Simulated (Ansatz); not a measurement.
Computed with Ansatz on PBE0-D4/def2-TZVP structures; ΔE is electronic, products minus reactants. CBS: MP2 limit from def2 TZ/QZ plus the TZ coupled-cluster correction, frozen cores. This one scheme is used for every species. DFT in def2-TZVPP. B3LYP here is the variant with VWN-RPA as its local correlation; programs differ in this. One conformer a species, not always the lowest.

`CO[Si@H](Cl)[Si@H](O)Cl` + H₂O → `O[Si@@H](Cl)[Si@@H](O)Cl` + CH₃OH  (formal hydrolysis of the Si–O bond)

```
             level  ΔE (kJ/mol)  difference from CCSD(T)/CBS
            PBE-D4          5.0                         -3.9
         r2SCAN-D4          4.6                         -4.3
           PBE0-D4          5.0                         -3.9
          B3LYP-D4          6.9                         -2.0
           ωB97X-V          5.0                         -3.9
           ωB97M-V          5.5                         -3.4
            B2PLYP          3.8                         -5.1
               PBE          0.7                         -8.2
            r2SCAN          3.1                         -5.8
              PBE0          1.1                         -7.8
             B3LYP          0.4                         -8.5
     HF/def2-TZVPP          0.0                         -8.9
    MP2/def2-TZVPP          9.0                          0.1
SCS-MP2/def2-TZVPP          7.0                         -1.9
   CCSD/def2-TZVPP          6.2                         -2.7
CCSD(T)/def2-TZVPP          7.6                         -1.3
     HF/def2-QZVPP          0.5                         -8.4
    MP2/def2-QZVPP          9.9                          1.0
SCS-MP2/def2-QZVPP          7.8                         -1.1
      HF/CBS(def2)          0.6                         -8.3
     MP2/CBS(def2)         10.3                          1.4
    CCSD/CBS(def2)          7.5                         -1.4
       CCSD(T)/CBS          8.9                            0
```

Largest T1 diagnostic among the species: 0.011.

In def2-TZVPP, CCSD(T) changes the Hartree–Fock value by +7.6 kJ/mol (the triples alone add +1.4 kJ/mol) and MP2 by +9.0 kJ/mol. The D4 term adds +6.5 kJ/mol with B3LYP and +3.9 kJ/mol with PBE0; it sums over pairs of atoms, weighted by their polarisabilities, and B3LYP, whose exchange is more repulsive, gets the larger term.
